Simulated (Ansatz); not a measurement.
```yaml
crystal:
  periodic: [false, false, false]
  atoms:
    - {symbol: C, position_ang: [0.233069, 4.020502, -0.125599]}
    - {symbol: O, position_ang: [-0.579771, 1.691701, 0.006878]}
    - {symbol: As, position_ang: [1.897526, -0.652032, 0.750202]}
    - {symbol: Si, position_ang: [-1.089763, -4.088611, 0.600928]}
    - {symbol: H, position_ang: [-1.157619, 5.470806, -0.439367]}
    - {symbol: H, position_ang: [1.477666, 4.362744, -1.918682]}
    - {symbol: H, position_ang: [1.513661, 4.714801, 1.271664]}
    - {symbol: H, position_ang: [2.661979, -1.197253, -2.075455]}
    - {symbol: H, position_ang: [-2.520687, -4.041412, 2.966566]}
    - {symbol: H, position_ang: [-2.746075, -3.891665, -1.608904]}
    - {symbol: H, position_ang: [0.475789, -6.423971, 0.623686]}
basis:
  gaussian: {orbitals: cc-pVTZ-DK}
hamiltonian: {xc: {name: PBEsol}, dispersion: d3bj}
accuracy: high
```

```sh
$ ansatz run in.yaml --threads 2 --pin off --events-out ev --progress --plain --max-ram 32768MiB --backend cpu
```

It prints (some lines left out):

```
Functional definition: PBEsol
3545 factors; integrals over basis functions are off by at most 9.3e-8 eV
mean field evaluation 1: about -72435.0437 eV, gradient 1.1e2 eV
mean field evaluation 2: about -71487.1407 eV, gradient 2.2e2 eV
mean field evaluation 4: about -72370.2667 eV, gradient 9.6e1 eV
mean field evaluation 8: about -72491.5825 eV, gradient 1.6e1 eV
mean field evaluation 16: about -72493.7659 eV, gradient 5.3e-2 eV
mean field evaluation 64: about -72493.7646 eV, gradient 1.7e-3 eV
mean field -72493.76596752 eV, -2664.0967612670 hartree, gradient 3.0e-8 eV, S^2 0.000000; 8 other end points of the search recorded, 0 dependent functions left out
reference -72493.76597426 eV, -2664.0967615145 hartree; 34, 34 occupied and 201, 201 virtual orbitals, 3545 factors
Total energy: -72493.85672574 eV, -2664.1000965701 hartree
Relativity: scalar
```

In this input the coordinates are in bohr but typed as ångström. The calculation finished and met its thresholds. The result belongs to that input, not to the molecule as meant.
